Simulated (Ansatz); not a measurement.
**Molecular dynamics of AlH₇OSSi₂**

The input (input.yaml):

```yaml
crystal:
  periodic: [false, false, false]
  atoms:
    - { symbol: Al, position_ang: [-1.257459, 1.950578, 1.365539] }
    - { symbol: Si, position_ang: [0.042901, 0.163178, 0.701677] }
    - { symbol: S, position_ang: [2.148573, 0.531728, 0.694715] }
    - { symbol: O, position_ang: [-0.510925, -0.296468, -0.855787] }
    - { symbol: Si, position_ang: [0.120096, -1.731504, -1.5108] }
    - { symbol: H, position_ang: [-2.355998, 1.75629, 2.370776] }
    - { symbol: H, position_ang: [-0.985853, 3.321455, 0.816501] }
    - { symbol: H, position_ang: [-0.045294, -0.999554, 1.574047] }
    - { symbol: H, position_ang: [2.05484, 1.720759, 0.055778] }
    - { symbol: H, position_ang: [-0.625282, -1.99065, -2.720706] }
    - { symbol: H, position_ang: [1.525111, -1.623126, -1.846922] }
    - { symbol: H, position_ang: [-0.033711, -2.857783, -0.610817] }
basis:
  gaussian: { orbitals: STO-3G }
hamiltonian:
  xc: pbe0
md:
  timestep: 0.5
  n_steps: 199
  ensemble: nvt_nose_hoover
  temperature: 400.0
  initial_velocities: maxwell_boltzmann
  seed: 412357
  nose_hoover: { tau: 300.0, chain_length: 3 }
scf:
  lower_state_search: "off"
```

Command:

```bash
$ ansatz run input.yaml --threads 1 --pin off --max-ram 2048MiB --backend cpu --events-out ev --progress --plain --runs-dir out
```

It starts from a relaxed structure.

Output, in part (one step line in 4, the closing report, with atoms numbered from 0):

```
md step     0: t =     0.00 fs  T =   400.0 K  F+E_penalty+E_count = -34924.07670940 eV  E_kin = 0.517040 eV  conserved = -34923.55966940 eV  (12 SCF iters)
md step     4: t =     2.00 fs  T =   330.2 K  F+E_penalty+E_count = -34923.98574083 eV  E_kin = 0.426807 eV  conserved = -34923.55893494 eV  (18 SCF iters)
md step     8: t =     4.00 fs  T =   231.6 K  F+E_penalty+E_count = -34923.85780438 eV  E_kin = 0.299356 eV  conserved = -34923.55845541 eV  (17 SCF iters)
md step    12: t =     6.00 fs  T =   185.0 K  F+E_penalty+E_count = -34923.79805839 eV  E_kin = 0.239068 eV  conserved = -34923.55901152 eV  (18 SCF iters)
md step    16: t =     8.00 fs  T =   120.5 K  F+E_penalty+E_count = -34923.71433759 eV  E_kin = 0.155750 eV  conserved = -34923.55862805 eV  (13 SCF iters)
md step    20: t =    10.00 fs  T =   103.8 K  F+E_penalty+E_count = -34923.69216547 eV  E_kin = 0.134172 eV  conserved = -34923.55805608 eV  (13 SCF iters)
md step    24: t =    12.00 fs  T =   206.0 K  F+E_penalty+E_count = -34923.82528958 eV  E_kin = 0.266214 eV  conserved = -34923.55918260 eV  (18 SCF iters)
md step    28: t =    14.00 fs  T =   263.6 K  F+E_penalty+E_count = -34923.89969712 eV  E_kin = 0.340666 eV  conserved = -34923.55922308 eV  (18 SCF iters)
md step    32: t =    16.00 fs  T =   256.7 K  F+E_penalty+E_count = -34923.89013813 eV  E_kin = 0.331840 eV  conserved = -34923.55859203 eV  (18 SCF iters)
md step    36: t =    18.00 fs  T =   275.7 K  F+E_penalty+E_count = -34923.91510510 eV  E_kin = 0.356425 eV  conserved = -34923.55908847 eV  (18 SCF iters)
md step    40: t =    20.00 fs  T =   249.5 K  F+E_penalty+E_count = -34923.88123530 eV  E_kin = 0.322481 eV  conserved = -34923.55928977 eV  (18 SCF iters)
md step    44: t =    22.00 fs  T =   159.2 K  F+E_penalty+E_count = -34923.76345446 eV  E_kin = 0.205842 eV  conserved = -34923.55825153 eV  (13 SCF iters)
md step    48: t =    24.00 fs  T =   152.2 K  F+E_penalty+E_count = -34923.75456563 eV  E_kin = 0.196675 eV  conserved = -34923.55861515 eV  (13 SCF iters)
md step    52: t =    26.00 fs  T =   186.1 K  F+E_penalty+E_count = -34923.79878053 eV  E_kin = 0.240531 eV  conserved = -34923.55908636 eV  (18 SCF iters)
md step    56: t =    28.00 fs  T =   187.0 K  F+E_penalty+E_count = -34923.79925768 eV  E_kin = 0.241653 eV  conserved = -34923.55857433 eV  (12 SCF iters)
md step    60: t =    30.00 fs  T =   222.6 K  F+E_penalty+E_count = -34923.84529815 eV  E_kin = 0.287679 eV  conserved = -34923.55874455 eV  (18 SCF iters)
md step    64: t =    32.00 fs  T =   262.2 K  F+E_penalty+E_count = -34923.89698740 eV  E_kin = 0.338919 eV  conserved = -34923.55939823 eV  (18 SCF iters)
md step    68: t =    34.00 fs  T =   214.8 K  F+E_penalty+E_count = -34923.83484680 eV  E_kin = 0.277613 eV  conserved = -34923.55877578 eV  (18 SCF iters)
md step    72: t =    36.00 fs  T =   168.5 K  F+E_penalty+E_count = -34923.77460103 eV  E_kin = 0.217777 eV  conserved = -34923.55853826 eV  (13 SCF iters)
md step    76: t =    38.00 fs  T =   166.1 K  F+E_penalty+E_count = -34923.77183494 eV  E_kin = 0.214720 eV  conserved = -34923.55899377 eV  (12 SCF iters)
md step    80: t =    40.00 fs  T =   143.7 K  F+E_penalty+E_count = -34923.74245951 eV  E_kin = 0.185778 eV  conserved = -34923.55872565 eV  (12 SCF iters)
md step    84: t =    42.00 fs  T =   138.4 K  F+E_penalty+E_count = -34923.73517865 eV  E_kin = 0.178935 eV  conserved = -34923.55844242 eV  (12 SCF iters)
md step    88: t =    44.00 fs  T =   188.0 K  F+E_penalty+E_count = -34923.79966017 eV  E_kin = 0.243040 eV  conserved = -34923.55901352 eV  (12 SCF iters)
md step    92: t =    46.00 fs  T =   210.2 K  F+E_penalty+E_count = -34923.82812168 eV  E_kin = 0.271754 eV  conserved = -34923.55902028 eV  (18 SCF iters)
md step    96: t =    48.00 fs  T =   198.0 K  F+E_penalty+E_count = -34923.81165865 eV  E_kin = 0.255883 eV  conserved = -34923.55869832 eV  (12 SCF iters)
md step   100: t =    50.00 fs  T =   196.7 K  F+E_penalty+E_count = -34923.80992106 eV  E_kin = 0.254203 eV  conserved = -34923.55891396 eV  (18 SCF iters)
md step   104: t =    52.00 fs  T =   177.7 K  F+E_penalty+E_count = -34923.78511888 eV  E_kin = 0.229705 eV  conserved = -34923.55888379 eV  (12 SCF iters)
md step   108: t =    54.00 fs  T =   146.8 K  F+E_penalty+E_count = -34923.74454346 eV  E_kin = 0.189721 eV  conserved = -34923.55853551 eV  (12 SCF iters)
md step   112: t =    56.00 fs  T =   154.6 K  F+E_penalty+E_count = -34923.75464876 eV  E_kin = 0.199889 eV  conserved = -34923.55870585 eV  (12 SCF iters)
md step   116: t =    58.00 fs  T =   177.9 K  F+E_penalty+E_count = -34923.78460072 eV  E_kin = 0.229921 eV  conserved = -34923.55890306 eV  (12 SCF iters)
md step   120: t =    60.00 fs  T =   187.9 K  F+E_penalty+E_count = -34923.79709305 eV  E_kin = 0.242938 eV  conserved = -34923.55869317 eV  (12 SCF iters)
md step   124: t =    62.00 fs  T =   211.2 K  F+E_penalty+E_count = -34923.82686299 eV  E_kin = 0.272961 eV  conserved = -34923.55879413 eV  (18 SCF iters)
md step   128: t =    64.00 fs  T =   233.4 K  F+E_penalty+E_count = -34923.85529065 eV  E_kin = 0.301650 eV  conserved = -34923.55894500 eV  (18 SCF iters)
md step   132: t =    66.00 fs  T =   230.9 K  F+E_penalty+E_count = -34923.85157744 eV  E_kin = 0.298496 eV  conserved = -34923.55882832 eV  (18 SCF iters)
md step   136: t =    68.00 fs  T =   222.3 K  F+E_penalty+E_count = -34923.83990129 eV  E_kin = 0.287321 eV  conserved = -34923.55876657 eV  (18 SCF iters)
md step   140: t =    70.00 fs  T =   218.5 K  F+E_penalty+E_count = -34923.83474324 eV  E_kin = 0.282464 eV  conserved = -34923.55890663 eV  (18 SCF iters)
md step   144: t =    72.00 fs  T =   201.4 K  F+E_penalty+E_count = -34923.81208969 eV  E_kin = 0.260272 eV  conserved = -34923.55887819 eV  (18 SCF iters)
md step   148: t =    74.00 fs  T =   173.0 K  F+E_penalty+E_count = -34923.77491939 eV  E_kin = 0.223630 eV  conserved = -34923.55874610 eV  (18 SCF iters)
md step   152: t =    76.00 fs  T =   156.1 K  F+E_penalty+E_count = -34923.75268162 eV  E_kin = 0.201834 eV  conserved = -34923.55865877 eV  (13 SCF iters)
md step   156: t =    78.00 fs  T =   163.5 K  F+E_penalty+E_count = -34923.76188321 eV  E_kin = 0.211287 eV  conserved = -34923.55876434 eV  (13 SCF iters)
md step   160: t =    80.00 fs  T =   181.7 K  F+E_penalty+E_count = -34923.78496301 eV  E_kin = 0.234805 eV  conserved = -34923.55872604 eV  (18 SCF iters)
md step   164: t =    82.00 fs  T =   215.5 K  F+E_penalty+E_count = -34923.82817310 eV  E_kin = 0.278506 eV  conserved = -34923.55870596 eV  (18 SCF iters)
md step   168: t =    84.00 fs  T =   266.2 K  F+E_penalty+E_count = -34923.89342276 eV  E_kin = 0.344124 eV  conserved = -34923.55892598 eV  (17 SCF iters)
md step   172: t =    86.00 fs  T =   293.7 K  F+E_penalty+E_count = -34923.92833826 eV  E_kin = 0.379577 eV  conserved = -34923.55909541 eV  (17 SCF iters)
md step   176: t =    88.00 fs  T =   271.8 K  F+E_penalty+E_count = -34923.89906470 eV  E_kin = 0.351287 eV  conserved = -34923.55883284 eV  (18 SCF iters)
md step   180: t =    90.00 fs  T =   237.4 K  F+E_penalty+E_count = -34923.85395346 eV  E_kin = 0.306853 eV  conserved = -34923.55880791 eV  (18 SCF iters)
md step   184: t =    92.00 fs  T =   201.7 K  F+E_penalty+E_count = -34923.80719889 eV  E_kin = 0.260671 eV  conserved = -34923.55881152 eV  (18 SCF iters)
md step   188: t =    94.00 fs  T =   168.0 K  F+E_penalty+E_count = -34923.76302501 eV  E_kin = 0.217177 eV  conserved = -34923.55862314 eV  (18 SCF iters)
md step   192: t =    96.00 fs  T =   169.3 K  F+E_penalty+E_count = -34923.76416943 eV  E_kin = 0.218839 eV  conserved = -34923.55855774 eV  (18 SCF iters)
md step   196: t =    98.00 fs  T =   210.9 K  F+E_penalty+E_count = -34923.81776982 eV  E_kin = 0.272618 eV  conserved = -34923.55891224 eV  (18 SCF iters)
md step   199: t =    99.50 fs  T =   235.2 K  F+E_penalty+E_count = -34923.84867260 eV  E_kin = 0.303988 eV  conserved = -34923.55892808 eV  (18 SCF iters)
Total energy: -34923.84869162 eV, -1283.4277671823 hartree
Atom 0 at    -1.265159     1.948767     1.441073 Å, force     0.722414    -0.293834    -0.018366 eV/Å
Atom 1 at     0.056215     0.197539     0.638753 Å, force    -0.291449     0.218267    -0.896398 eV/Å
Atom 2 at     2.162067     0.572431     0.692707 Å, force    -0.172148    -0.001385    -0.193888 eV/Å
Atom 3 at    -0.473988    -0.288130    -0.968629 Å, force    -0.083524     0.783697     1.359105 eV/Å
Atom 4 at     0.079842    -1.806018    -1.462836 Å, force     0.346963     1.080885    -1.186450 eV/Å
Atom 5 at    -2.695452     1.580504     1.602117 Å, force    -0.430363     0.220676     0.084985 eV/Å
Atom 6 at    -0.664304     3.265919     1.911458 Å, force    -0.269750    -0.377274    -0.226030 eV/Å
Atom 7 at    -0.028073    -0.977104     1.469090 Å, force    -0.126416    -0.269278     0.334937 eV/Å
Atom 8 at     2.036632     1.704553    -0.035616 Å, force     0.177082     0.080288     0.016996 eV/Å
Atom 9 at    -0.202540    -1.808933    -2.884218 Å, force    -0.350047    -0.433056     0.143910 eV/Å
Atom 10 at     1.504067    -1.785807    -1.419904 Å, force     0.687545    -0.484487     0.327504 eV/Å
Atom 11 at    -0.475248    -2.911428    -0.754379 Å, force    -0.210305    -0.524499     0.253696 eV/Å
Dipole moment:    -0.303625     0.216421     0.144753 e Å
```

The run went to its last step. The conserved energy stayed within 0.14 meV per atom of its start (net change 0.062 meV per atom), so the integration is sound. The mean temperature of the second half is 49 % below the set value. A run of 0.1 ps of so small a system gives no equilibrium averages. Limits of this set-up: minimal basis.

The same pairs are bonded in the first frame and the last. Pairs count as bonded within 1.25 times the sum of covalent radii (0.12 Å more for H–H).

Last frame:

```xyz
12
Properties=species:S:1:pos:R:3
Al -1.265 1.949 1.441
Si 0.056 0.198 0.639
S 2.162 0.572 0.693
O -0.474 -0.288 -0.969
Si 0.080 -1.806 -1.463
H -2.696 1.581 1.602
H -0.664 3.266 1.911
H -0.028 -0.977 1.469
H 2.037 1.705 -0.036
H -0.203 -1.809 -2.884
H 1.504 -1.786 -1.420
H -0.475 -2.911 -0.754
```

Time of the run: 9.8 min on 1 thread of Intel(R) Xeon(R) Platinum 8488C (Sapphire Rapids), with other jobs on the host, peak memory 0.12 GiB.
